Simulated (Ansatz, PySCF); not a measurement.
Gas-phase reaction (SMILES): [NH2][Al]([NH2])[Cl] + O (H2O) → [NH2][Al]([NH2])[OH] + Cl (HCl); water cleaves one Al-Cl bond, a model of a ligand-exchange step.

Each molecule is optimised on its own at B3LYP-D3(BJ)/def2-TZVP (Ansatz, an electronic-structure program), one conformer each, not searched for the lowest. Correlated levels leave the core frozen unless marked. Spin-orbit coupling is left out. Non-relativistic. Basis-set limits of correlation are two-point, X^-3; Hartree-Fock from the larger set. Thermal terms are rigid-rotor harmonic-oscillator values from B3LYP-D3(BJ) frequencies (Ansatz or PySCF) at 298.15 K and 1 atm. 1 Eh = 627.5095 kcal/mol.

```tsv
species	E, CCSD(T)/CBS(aug-cc-pV(T+d)Z,aug-cc-pV(Q+d)Z) (Ansatz) (Eh)	E, wB97X-V/def2-TZVPD (Ansatz) (Eh)	H - E (Eh)
[NH2][Al]([NH2])[Cl]	-813.75592	-814.62640	0.06019
O (H2O)	-76.37513	-76.43464	0.02495
[NH2][Al]([NH2])[OH]	-429.73791	-430.29726	0.07221
Cl (HCl)	-460.37804	-460.74931	0.01000
```

Question: Work out ΔE and ΔH at 298.15 K at the first level, then ΔH at the second.

Answer: 
1. ΔE = [(-429.73791) + (-460.37804)] - [(-813.75592) + (-76.37513)] = 0.01510 Eh = 9.5 kcal/mol at CCSD(T)/CBS(aug-cc-pV(T+d)Z,aug-cc-pV(Q+d)Z).
2. The terms H - E add up to -0.00293 Eh, so ΔH = (0.01510 + (-0.00293))×627.5095 = 7.6 kcal/mol.
3. At wB97X-V/def2-TZVPD the same steps give ΔE = 9.1 and ΔH = 7.2 kcal/mol, a shift of -0.4 from the first level.
4. These values are not checked against measurement here, since the tables used lack a sound gas-phase enthalpy of formation for at least one species.
